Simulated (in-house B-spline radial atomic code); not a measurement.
Values are calculated unless marked as measured or tabulated.
Weak and strong correlation along the adiabatic connection

Two-electron singlets in several external potentials (atomic units), by full CI in B-splines with partial waves to l = 8 (correlation energies up to 0.6 % small). The repulsion is scaled by λ at fixed density; W(λ) is the mean repulsion less the Hartree energy, W(0) = E_x, and the area under W from 0 to 1 is E_xc.

Relative drop (W(λ) − E_x)/E_x:

```json
{"system": "−Z exp(−kr)/r, Z = 1.61, k = 0.0771", "λ = 0.12": "0.0148", "λ = 0.25": "0.0296", "λ = 0.4": "0.0455", "λ = 0.6": "0.0647", "λ = 0.8": "0.0820", "λ = 1": "0.0976"}
{"system": "ω²r²/2 − Z/r, ω = 0.0446, Z = 0.3", "λ = 0.12": "0.0572", "λ = 0.25": "0.1025", "λ = 0.4": "0.1410", "λ = 0.6": "0.1782", "λ = 0.8": "0.2053", "λ = 1": "0.2259"}
{"system": "ω²r²/2 − Z/r, ω = 0.181, Z = 1", "λ = 0.12": "0.0203", "λ = 0.25": "0.0401", "λ = 0.4": "0.0605", "λ = 0.6": "0.0844", "λ = 0.8": "0.1051", "λ = 1": "0.1232"}
{"system": "ω²r²/2 − Z/r, ω = 0.0805, Z = 1", "λ = 0.12": "0.0253", "λ = 0.25": "0.0495", "λ = 0.4": "0.0739", "λ = 0.6": "0.1018", "λ = 0.8": "0.1253", "λ = 1": "0.1454"}
{"system": "−Z/r, Z = 1.3, wall at 1.13 bohr", "λ = 0.12": "0.0070", "λ = 0.25": "0.0143", "λ = 0.4": "0.0224", "λ = 0.6": "0.0326", "λ = 0.8": "0.0423", "λ = 1": "0.0515"}
{"system": "−Z exp(−kr)/r, Z = 8.46, k = 3.5", "λ = 0.12": "0.0026", "λ = 0.25": "0.0054", "λ = 0.4": "0.0085", "λ = 0.6": "0.0127", "λ = 0.8": "0.0168", "λ = 1": "0.0207"}
{"system": "−V exp(−r²/w²), V = 0.958, w = 10.3", "λ = 0.12": "0.0465", "λ = 0.25": "0.0860", "λ = 0.4": "0.1215", "λ = 0.6": "0.1571", "λ = 0.8": "0.1838", "λ = 1": "0.2045"}
```

Problem. Order the systems by how far second-order (GL2) theory, half the initial slope (estimated from the first points of each curve), overshoots the correlation energy, least first.
A. ω²r²/2 − Z/r, ω = 0.181, Z = 1
B. ω²r²/2 − Z/r, ω = 0.0446, Z = 0.3
C. −Z exp(−kr)/r, Z = 1.61, k = 0.0771
D. ω²r²/2 − Z/r, ω = 0.0805, Z = 1
E. −Z exp(−kr)/r, Z = 8.46, k = 3.5
F. −Z/r, Z = 1.3, wall at 1.13 bohr
G. −V exp(−r²/w²), V = 0.958, w = 10.3

Solution. E (GL2/E_c = 1.03), F (GL2/E_c = 1.10), C (GL2/E_c = 1.20), A (GL2/E_c = 1.29), D (GL2/E_c = 1.34), G (GL2/E_c = 1.70), B (GL2/E_c = 1.90).

Problem. What else changes along this order?

Solution. The ratio follows the bend of the curve. With it the leading natural occupation goes from 1.999 to 1.801 and −T_c/E_c from 0.97 to 0.54 between the first and the last.
